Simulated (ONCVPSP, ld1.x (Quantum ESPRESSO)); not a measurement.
Potentials for oxygen (O) compared

Generated with ld1.x 7.5 (TM, RRKJ, ultrasoft, PAW), atompaw 4.2 or ONCVPSP 4.0.1. The cutoff is in Ry: for ld1.x and atompaw files where the sum of valence levels is converged to 10 mRy in a Bessel basis, for ONCV files where the hardest occupied wave has 1 mHa per electron of residual kinetic energy. The error is the largest all-electron minus pseudo excitation energy over each file’s own four to seven test configurations (ionisations up to +4, promotions, holes and added fractions of an electron), all of which were solved. The labels leave out finer settings (local radius, basis sizes, second energies), which also bear on the numbers. Spin-polarised tests are not counted. The rows are a selection from randomly drawn settings: files with unsolved tests, undetermined cutoffs or missed reference levels are left out.

```csv
potential,cutoff (Ry),largest error (meV),bound ghosts
"TM, PBE, fully relativistic, rc 0.60/1.28/1.30 (spd), local smoothed, core correction yes, reference 2s2 2p3",200,+1070,none
"PAW, PBE, scalar-relativistic, rc 1.05/2.15 (sp), local smoothed, core correction yes, reference 2s2 2p3",25,-24,none
"ONCV, LDA (Perdew-Zunger), scalar-relativistic, rc 0.95/1.50 (sp), local smoothed, core correction no, reference 2s1.75 2p4.25, qcut 8.7/9.2, projectors 3/1",65,+176,none
"TM semilocal, LDA (PZ), scalar-relativistic, rc 0.95/1.30/1.40 (spd), local d, core correction no, reference 2s1.75 2p4.25",80,+528,none
"TM, PBE, non-relativistic, rc 0.95/0.85 (sp), local p, core correction yes, reference 2s2 2p3",140,+418,none
"PAW, PBE, scalar-relativistic, rc 0.90/2.00 (sp), local smoothed, core correction yes, reference 2s2 2p4",18,-145,none
```

Fill in the row for O: TM semilocal, PBEsol, scalar-relativistic, rc 0.55/1.90/1.60 (spd), local s, core correction no, reference 2s2 2p3.

cutoff 260 Ry, largest error +4051 meV, bound ghosts: none.
